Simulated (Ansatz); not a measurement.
**Worked example: vertical ionisation energy of HOI (SMILES OI)**

The species is HOI (3 atoms), meant as a singlet with charge 0. As SMILES, `OI`. Geometry: relaxed at GFN2-xTB.

```xyz
3

O    -0.3694   -0.4557   -0.2484
I     1.2506    0.1246    0.6984
H    -0.8812    0.3310   -0.4499
```

Both states at this one shape; open shells run unrestricted unless said. 1 Eh = 27.2114 eV.

```
         level  program  singlet HOI (Eh)  doublet HOI+ (Eh)
 revPBE/STO-3G   Ansatz      -6927.167520       -6926.911114
r2SCAN0/STO-3G   Ansatz      -6927.826060       -6927.548627
```

Q: Work out the vertical ionisation energy at each level.

A: 
1. revPBE/STO-3G: -6926.911114 − (-6927.167520) = 0.256406 Eh = 6.98 eV.
2. r2SCAN0/STO-3G: -6927.548627 − (-6927.826060) = 0.277433 Eh = 7.55 eV.

No measured value is set beside it here; the levels span 6.98 to 7.55 eV. Spin-orbit coupling, which splits open shells on such heavy atoms by tenths of an eV, is left out. Minimal sets are far from the basis-set limit. All-electron rows are non-relativistic unless named.
